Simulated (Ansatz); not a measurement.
A structure relaxed at PBE-D4/def2-SVP in Ansatz, charge 1, doublet:

Cartesian coordinates in Å:
```
Ti -1.015 0.772 -0.099
Ti 0.402 -1.474 1.288
Ti 0.644 -1.285 -1.225
Ti 1.952 0.414 0.120
S 0.684 2.246 0.181
S -1.196 -0.293 -2.065
S -1.471 -0.379 1.800
```

(1) Give its formula and point group.

(2) Summarise the bond lengths by kind (pairs closer than 1.2 times the sum of covalent radii, bridged metal pairs left out).

Results:

(1) Ti4S3⁺. Point group Cs (tolerance 0.1 Å).

(2) 6 × S–Ti 2.23 to 2.27 Å; 3 × Ti–Ti 2.53 to 2.71 Å.

The charge 1 doublet is spin-contaminated (final ⟨S²⟩ up to 0.92, 0.75 for a pure state). The relaxation made no stability test and no search for a lower SCF solution. No other spin state of charge 1 was run. Another isomer (quartet) lies 2.67 eV lower at PBE0-D4/def2-TZVP; other spin states weren't run for this one.
